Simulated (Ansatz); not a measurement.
# Molecular dynamics of TiSi$_{16}$

Input:

```yaml
crystal:
  lattice:
    - [0.0, 5.43, 5.43]
    - [5.43, 0.0, 5.43]
    - [5.43, 5.43, 0.0]
  atoms:
    - { symbol: Si, position: [-0.03598007, 0.02479332, 0.03981423] }
    - { symbol: Si, position: [0.15511565, 0.1590176, 0.04289172] }
    - { symbol: Si, position: [0.04575143, -0.04561913, 0.46445978] }
    - { symbol: Si, position: [0.0784071, 0.11177592, 0.67747269] }
    - { symbol: Si, position: [0.00206367, 0.52203067, -0.00892675] }
    - { symbol: Si, position: [0.12481003, 0.64521338, 0.13699626] }
    - { symbol: Si, position: [-0.01681453, 0.47862003, 0.51799061] }
    - { symbol: Si, position: [0.1604477, 0.59096124, 0.60345936] }
    - { symbol: Si, position: [0.54812312, 0.00969125, -0.03095816] }
    - { symbol: Si, position: [0.61532473, 0.11912793, 0.16333505] }
    - { symbol: Si, position: [0.45549741, 0.01312899, 0.54864401] }
    - { symbol: Si, position: [0.67267726, 0.1067164, 0.58561177] }
    - { symbol: Si, position: [0.50889057, 0.50516412, -0.00283858] }
    - { symbol: Si, position: [0.61612052, 0.63940054, 0.13260939] }
    - { symbol: Si, position: [0.51334778, 0.47580409, 0.49367534] }
    - { symbol: Si, position: [0.60051497, 0.6207749, 0.62022818] }
    - { symbol: Ti, position: [0.22571552, 0.26064258, 0.26099914] }
basis:
  ecutwfc: 420.0
kpoints:
  mp_grid: { grid: [2, 2, 2] }
hamiltonian:
  xc: pbe
  pseudopotentials: { kind: paw, azcp: { folder: soft_1 } }
scf:
  occupations: { method: fermi_dirac, width: 0.05 }
  lower_state_search: "off"
md:
  timestep: 2
  n_steps: 240
  ensemble: nvt_langevin
  temperature: 840.0
  initial_velocities: maxwell_boltzmann
  seed: 895038
  friction: 0.05
```

Run as:

```bash
$ ansatz run input.yaml --threads 1 --pin off --max-ram 3072MiB --backend cpu --events-out ev --progress --plain --runs-dir out
```

It goes on from the last frame of an earlier run, with new velocities.

Output, in part (step lines):

```
md step     0: t =     0.00 fs  T =   790.6 K  F+E_penalty+E_count = -12668.78714442 eV  E_kin = 1.737254 eV  (10 SCF iters)
md step     1: t =     2.00 fs  T =   825.5 K  F+E_penalty+E_count = -12668.71326185 eV  E_kin = 1.814041 eV  (7 SCF iters)
md step     2: t =     4.00 fs  T =   825.9 K  F+E_penalty+E_count = -12668.65794069 eV  E_kin = 1.814952 eV  (7 SCF iters)
md step     3: t =     6.00 fs  T =   738.6 K  F+E_penalty+E_count = -12668.63387732 eV  E_kin = 1.623017 eV  (7 SCF iters)
md step     4: t =     8.00 fs  T =   787.2 K  F+E_penalty+E_count = -12668.63766946 eV  E_kin = 1.729817 eV  (7 SCF iters)
md step     5: t =    10.00 fs  T =   737.1 K  F+E_penalty+E_count = -12668.65250664 eV  E_kin = 1.619617 eV  (6 SCF iters)
md step     6: t =    12.00 fs  T =   687.7 K  F+E_penalty+E_count = -12668.66348996 eV  E_kin = 1.511173 eV  (6 SCF iters)
md step     7: t =    14.00 fs  T =   807.6 K  F+E_penalty+E_count = -12668.66373392 eV  E_kin = 1.774552 eV  (6 SCF iters)
[... lines left out ...]
md step   240: t =   480.00 fs  T =   992.4 K  F+E_penalty+E_count = -12668.22817183 eV  E_kin = 2.180807 eV  (7 SCF iters)
```

The steps, from the saved trajectory:

```json
{"time (fs)": "0.0", "T (K)": "791", "potential energy less start (eV)": "0.000"}
{"time (fs)": "16.0", "T (K)": "779", "potential energy less start (eV)": "0.139"}
{"time (fs)": "32.0", "T (K)": "817", "potential energy less start (eV)": "0.615"}
{"time (fs)": "48.0", "T (K)": "1029", "potential energy less start (eV)": "0.767"}
{"time (fs)": "64.0", "T (K)": "720", "potential energy less start (eV)": "1.224"}
{"time (fs)": "80.0", "T (K)": "575", "potential energy less start (eV)": "1.146"}
{"time (fs)": "96.0", "T (K)": "1036", "potential energy less start (eV)": "0.591"}
{"time (fs)": "112.0", "T (K)": "807", "potential energy less start (eV)": "0.706"}
{"time (fs)": "128.0", "T (K)": "791", "potential energy less start (eV)": "0.544"}
{"time (fs)": "144.0", "T (K)": "901", "potential energy less start (eV)": "0.371"}
{"time (fs)": "160.0", "T (K)": "791", "potential energy less start (eV)": "0.605"}
{"time (fs)": "176.0", "T (K)": "941", "potential energy less start (eV)": "0.464"}
{"time (fs)": "192.0", "T (K)": "720", "potential energy less start (eV)": "0.147"}
{"time (fs)": "208.0", "T (K)": "1027", "potential energy less start (eV)": "0.595"}
{"time (fs)": "224.0", "T (K)": "1126", "potential energy less start (eV)": "1.180"}
{"time (fs)": "240.0", "T (K)": "1127", "potential energy less start (eV)": "1.516"}
{"time (fs)": "256.0", "T (K)": "950", "potential energy less start (eV)": "0.684"}
{"time (fs)": "272.0", "T (K)": "677", "potential energy less start (eV)": "0.760"}
{"time (fs)": "288.0", "T (K)": "861", "potential energy less start (eV)": "0.944"}
{"time (fs)": "304.0", "T (K)": "966", "potential energy less start (eV)": "1.187"}
{"time (fs)": "320.0", "T (K)": "663", "potential energy less start (eV)": "0.993"}
{"time (fs)": "336.0", "T (K)": "579", "potential energy less start (eV)": "1.012"}
{"time (fs)": "352.0", "T (K)": "717", "potential energy less start (eV)": "1.273"}
{"time (fs)": "368.0", "T (K)": "911", "potential energy less start (eV)": "0.825"}
{"time (fs)": "384.0", "T (K)": "1114", "potential energy less start (eV)": "0.494"}
{"time (fs)": "400.0", "T (K)": "1084", "potential energy less start (eV)": "0.583"}
{"time (fs)": "416.0", "T (K)": "822", "potential energy less start (eV)": "0.442"}
{"time (fs)": "432.0", "T (K)": "792", "potential energy less start (eV)": "0.653"}
{"time (fs)": "448.0", "T (K)": "724", "potential energy less start (eV)": "0.904"}
{"time (fs)": "464.0", "T (K)": "863", "potential energy less start (eV)": "0.881"}
{"time (fs)": "480.0", "T (K)": "992", "potential energy less start (eV)": "0.559"}
```

All steps were run. A run of 0.48 ps of so small a system gives no equilibrium averages. Limits of this set-up: coarse k mesh.

Mean squared displacements from the first frame to the last, about the centre of mass: Si 0.08 Å², Ti 0.05 Å².

Last frame:

```xyz
17
Lattice="0.0000 5.4300 5.4300 5.4300 0.0000 5.4300 5.4300 5.4300 0.0000" Properties=species:S:1:pos:R:3
Si 0.232 0.065 -0.188
Si 1.564 1.298 1.113
Si 2.621 2.711 -0.383
Si 4.279 3.917 0.502
Si 2.753 -0.247 2.779
Si 4.101 1.273 4.019
Si 5.434 2.769 2.302
Si 6.567 4.140 3.792
Si -0.078 2.688 2.587
Si 1.418 3.969 3.752
Si 2.709 5.384 2.165
Si 3.859 6.686 3.707
Si 2.652 2.623 5.254
Si 3.951 4.169 6.517
Si 5.280 5.480 5.342
Si 6.690 6.697 6.559
Ti 2.971 2.772 2.417
```

Run time: 21 min on 1 thread of Arm Neoverse V2, with other jobs on the host, peak memory 0.64 GiB.
